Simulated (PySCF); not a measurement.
Two-component Hartree-Fock for Br¹⁶⁺ (bromine, charge +16)

Start: [Ar] 3d1; 3d5/2 filled at m_j = +5/2. Calculated with PySCF 2.14 in an even-tempered Gaussian basis (17 s from 1.5 bohr⁻², ratio 2.8; 12 p from 1.9 bohr⁻², ratio 2.8; 8 d from 1.9 bohr⁻², ratio 2.8; 4 f from 5.8 bohr⁻², ratio 3): generalised Hartree-Fock with the X2C-1e Hamiltonian and a Gaussian nucleus; one run each with spin-orbit coupling (SO) screened by Boettger's factors, then bare. This is a chosen level, not necessarily the ground level.

```json
{"spinor shell": "1s1/2", "electrons": "2", "ε, screened SO (eV)": "-14121.0", "ε, bare SO (eV)": "-14121.0", "weight of nominal j (bare SO)": "1.000", "rms radius, bare SO (bohr)": "0.0492"}
{"spinor shell": "2s1/2", "electrons": "2", "ε, screened SO (eV)": "-2389.3", "ε, bare SO (eV)": "-2389.3", "weight of nominal j (bare SO)": "1.000", "rms radius, bare SO (bohr)": "0.204"}
{"spinor shell": "2p1/2", "electrons": "2", "ε, screened SO (eV)": "-2201.8", "ε, bare SO (eV)": "-2203.9", "weight of nominal j (bare SO)": "0.999", "rms radius, bare SO (bohr)": "0.179"}
{"spinor shell": "2p3/2", "electrons": "4", "ε, screened SO (eV)": "-2154.3", "ε, bare SO (eV)": "-2153.4", "weight of nominal j (bare SO)": "1.000", "rms radius, bare SO (bohr)": "0.182"}
{"spinor shell": "3s1/2", "electrons": "2", "ε, screened SO (eV)": "-749.81", "ε, bare SO (eV)": "-749.81", "weight of nominal j (bare SO)": "1.000", "rms radius, bare SO (bohr)": "0.530"}
{"spinor shell": "3p1/2", "electrons": "2", "ε, screened SO (eV)": "-678.39", "ε, bare SO (eV)": "-678.78", "weight of nominal j (bare SO)": "0.963", "rms radius, bare SO (bohr)": "0.525"}
{"spinor shell": "3d5/2", "electrons": "1", "ε, screened SO (eV)": "-577.03", "ε, bare SO (eV)": "-576.77", "weight of nominal j (bare SO)": "1.000", "rms radius, bare SO (bohr)": "0.490"}
```

(1) Where does 3p3/2 lie, and what is the 3p spin-orbit splitting (bare SO)?

```tsv
quantity	screened SO	bare SO
E (hartree)	-2475.22348	-2475.23257
M_J	5/2	5/2
⟨J²⟩	8.753	8.753
⟨L²⟩	6.004	6.005
⟨S²⟩	0.753	0.753
```

Each row is a mean over spinors that exchange with the open shell spreads, by up to 11.779 eV (3p3/2).

Answers

(1) At -670.19 eV, 8.587 eV above 3p1/2.
